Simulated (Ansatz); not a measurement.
Frontier orbitals of C₂H₇B₂ClO, SMILES `CCB(O)BCl`.

Z-matrix (Å, degrees):
```
C
C 1 1.530
H 1 1.094 2 111.6
H 1 1.092 2 111.7 3 120.2
H 1 1.093 2 111.3 3 -119.9
B 2 1.567 1 113.1 3 55.9
H 2 1.094 1 110.7 3 -178.9
H 2 1.100 1 108.4 3 -62.7
B 6 1.729 2 123.2 1 -52.0
O 6 1.357 2 118.5 1 128.5
Cl 9 1.757 6 117.3 2 170.3
H 9 1.194 6 128.3 2 -11.1
H 10 0.965 6 112.4 2 -179.0
```

The species carries charge 0 and has multiplicity 1. The geometry is a stationary point of PBE0-D4/def2-TZVP. It is one conformer, not always the lowest. Basis def2-TZVPP, Ansatz 0.2.0.

| functional | HOMO (eV) | LUMO (eV) | gap (eV) |
| --- | --- | --- | --- |
| LDA (SPW92) | -6.40 | -3.71 | 2.69 |
| PBE | -6.29 | -3.44 | 2.85 |
| BLYP | -6.22 | -3.26 | 2.96 |
| PBE0 | -7.65 | -2.51 | 5.14 |
| ωB97M-V | -9.89 | -0.47 | 9.42 |

A quarter of exact exchange (PBE0) shifts PBE's HOMO by −1.35 eV and its LUMO by +0.93 eV; full exchange at long range (ωB97M-V) shifts them by −3.59 and +2.97 eV. The gap opens from 2.86 to 9.42 eV, since occupied levels lose self-interaction and empty ones feel all the electrons.
